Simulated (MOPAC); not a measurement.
MOPAC input (PM6):

```
PM6 PRECISE GNORM=0.05 LET XYZ GEO-OK AUX(PRECISION=9) THREADS=1
H5Sb

Sb   -0.00000000 1   -0.00000000 1    0.00000000 1
H    -0.01070800 1    0.00403400 1    1.77431400 1
H     0.01070800 1   -0.00403400 1   -1.77431400 1
H     1.71491800 1   -0.02915900 1    0.01041600 1
H    -0.83218600 1    1.49976600 1   -0.00843200 1
H    -0.88273200 1   -1.47060700 1   -0.00198400 1
```

From the output:

```
                                                       MOPAC v23.2.5 Linux

          FINAL HEAT OF FORMATION =        102.54325 KCAL/MOL =     429.04095 KJ/MOL

          COSMO AREA              =         86.55 SQUARE ANGSTROMS
          COSMO VOLUME            =         73.13 CUBIC ANGSTROMS

          GRADIENT NORM           =          0.03287          =       0.01342 PER ATOM
          IONIZATION POTENTIAL    =          7.758484 EV
          HOMO LUMO ENERGIES (EV) =         -7.758  2.546
          NO. OF FILLED LEVELS    =          5
          MOLECULAR WEIGHT        =        126.7895         POINT GROUP:  D3h

          MOLECULAR DIMENSIONS (Angstroms)

            Atom       Atom       Distance
            H     3    H     2     3.47624
            H     6    H     4     2.98428
            H     6    H     5     2.58446

          SCF CALCULATIONS        =          6

   ATOM   CHEMICAL          X               Y               Z
  NUMBER   SYMBOL      (ANGSTROMS)     (ANGSTROMS)     (ANGSTROMS)

     1      Sb          0.00000002  *   0.00000003  *   0.00000000  *
     2       H         -0.01048948  *   0.00395149  *   1.73808434  *
     3       H          0.01048936  *  -0.00395166  *  -1.73808434  *
     4       H          1.72269425  *  -0.02929143  *   0.01046315  *
     5       H         -0.83595972  *   1.50656652  *  -0.00847026  *
     6       H         -0.88673462  *  -1.47727521  *  -0.00199289  *

                             CARTESIAN COORDINATES

   1   Sb        0.000000018     0.000000026     0.000000000
   2    H       -0.010489475     0.003951491     1.738084335
   3    H        0.010489356    -0.003951656    -1.738084336
   4    H        1.722694252    -0.029291430     0.010463149
   5    H       -0.835959717     1.506566522    -0.008470261
   6    H       -0.886734618    -1.477275211    -0.001992888

           Empirical Formula: H5 Sb  =     6 atoms

      MOLECULAR POINT GROUP   :   D3h

                  EIGENVALUES
 -18.07618 -14.12075 -13.73393 -13.73393  -7.75848   2.54598   3.42407   3.42407
   4.44784  94.06255  94.06255  94.30069  94.30069  94.65061

              NET ATOMIC CHARGES AND DIPOLE CONTRIBUTIONS

  ATOM NO.   TYPE          CHARGE      No. of ELECS.   s-Pop       p-Pop       d-Pop
    1         Sb           1.317845        3.6822     1.09808     2.57513     0.00894
    2          H          -0.333804        1.3338     1.33380
    3          H          -0.333804        1.3338     1.33380
    4          H          -0.216746        1.2167     1.21675
    5          H          -0.216746        1.2167     1.21675
    6          H          -0.216746        1.2167     1.21675
 DIPOLE           X         Y         Z       TOTAL
 POINT-CHG.     0.000     0.000     0.000     0.000
 HYBRID         0.000     0.000     0.000     0.000
 SUM            0.000     0.000     0.000     0.000

          ATOMIC ORBITAL ELECTRON POPULATIONS

     Atom    s        px        py        pz      x^2-y^2     xz        z^2       yz        xy
    1 Sb   1.09808   0.84783   0.84782   0.87948   0.00157   0.00000   0.00580   0.00000   0.00157
    2  H   1.33380
    3  H   1.33380
    4  H   1.21675
    5  H   1.21675
    6  H   1.21675

 **********************
 *                    *
 * JOB ENDED NORMALLY *
 *                    *
 **********************

 == MOPAC DONE ==
```

The geometry given is a B3LYP-D3(BJ)/def2-TZVP minimum.
